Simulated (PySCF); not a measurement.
First SCF of a structure search on singlet Pd2O, at a hand-made bent geometry. PySCF input:

```python
from pyscf import gto, scf, dft
mol = gto.M(atom='''
O      0.000000     0.000000     0.000000
Pd     1.499000     0.000000     1.049600
Pd    -1.499000     0.000000     1.049600''',
    basis={'O': 'def2-TZVP', 'Pd': 'def2-TZVP'},
    ecp={'Pd': 'def2-TZVP'},
    charge=0, spin=0)
mf = dft.RKS(mol, xc='PBE0')
mf.grids.atom_grid = (50, 194)
aux = {'O': 'def2-universal-JKFIT', 'Pd': 'def2-universal-JKFIT'}
mf = mf.density_fit(auxbasis=aux)
mf.conv_tol = 1e-08
mf.diis_space = 10
mf.max_cycle = 60
mf.init_guess = 'minao'
mf.verbose = 4
mf.kernel()
```

Excerpt of the output (cycles and frontier levels):

```
init E= -312.004426419345
  HOMO = -1.09081495886247  LUMO = -1.08851613497337  gap/eV = 0.06255
cycle= 1 E= -328.235279936002  delta_E= -16.2  |g|= 3.94  |ddm|=  6.2
cycle= 2 E= -297.461040322999  delta_E= 30.8  |g|= 8.38  |ddm|=  109
  HOMO = -0.646574099004493  LUMO = -0.584801863700758  gap/eV = 1.68091
cycle= 3 E= -330.029253634194  delta_E= -32.6  |g|= 1.93  |ddm|=  109
  HOMO = -0.262970898362901  LUMO = -0.261057528609583  gap/eV = 0.05207
cycle= 4 E= -330.278133922973  delta_E= -0.249  |g|= 1.71  |ddm|=  1.9
  HOMO = -0.124266774473799  LUMO = -0.0710923632540101  gap/eV = 1.44695
cycle= 5 E= -330.737235288042  delta_E= -0.459  |g|= 0.763  |ddm|= 1.41
  HOMO = -0.182994180637949  LUMO = -0.143252824857875  gap/eV = 1.08142
cycle= 6 E= -330.836290068213  delta_E= -0.0991  |g|= 0.239  |ddm|= 0.549
  HOMO = -0.18959563720841  LUMO = -0.144941863241804  gap/eV = 1.21509
cycle= 7 E= -330.844740136457  delta_E= -0.00845  |g|= 0.0904  |ddm|= 0.112
  HOMO = -0.193887067186162  LUMO = -0.147338538282543  gap/eV = 1.26665
cycle= 8 E= -330.845813668683  delta_E= -0.00107  |g|= 0.0411  |ddm|= 0.047
  HOMO = -0.197881169434284  LUMO = -0.150874967709697  gap/eV = 1.27910
cycle= 9 E= -330.846081458585  delta_E= -0.000268  |g|= 0.0086  |ddm|= 0.0283
  HOMO = -0.198204872961311  LUMO = -0.151126717469619  gap/eV = 1.28106
cycle= 10 E= -330.846095332955  delta_E= -1.39e-05  |g|= 0.00126  |ddm|= 0.0056
  HOMO = -0.19818500207868  LUMO = -0.151069561650974  gap/eV = 1.28208
cycle= 11 E= -330.846095741024  delta_E= -4.08e-07  |g|= 0.000221  |ddm|= 0.00126
  HOMO = -0.198156927524887  LUMO = -0.151034280089032  gap/eV = 1.28227
cycle= 12 E= -330.846095814251  delta_E= -7.32e-08  |g|= 0.000112  |ddm|= 0.000909
  HOMO = -0.198170839675561  LUMO = -0.151045715943045  gap/eV = 1.28234
cycle= 13 E= -330.846095831516  delta_E= -1.73e-08  |g|= 2.13e-05  |ddm|= 0.000536
  HOMO = -0.198172969899459  LUMO = -0.15104678636111  gap/eV = 1.28237
cycle= 14 E= -330.846095832634  delta_E= -1.12e-09  |g|= 1.06e-05  |ddm|= 0.000157
  HOMO = -0.198172536981594  LUMO = -0.151046982333863  gap/eV = 1.28235
Extra cycle  E= -330.84609583235  delta_E= 2.84e-10  |g|= 4.08e-05  |ddm|= 3.08e-05
converged SCF energy = -330.84609583235
```

This is not the lowest solution: another start and a stability analysis within the same restricted form found one 94.9 kJ/mol lower, at -330.88223 Eh.

The search for the lowest solution, 3 starts and the stability check together, took 7.3 s on 2 threads of a shared Intel Xeon 6975P-C (Granite Rapids) host, with 111 basis functions; the process peaked at 0.5 GiB.
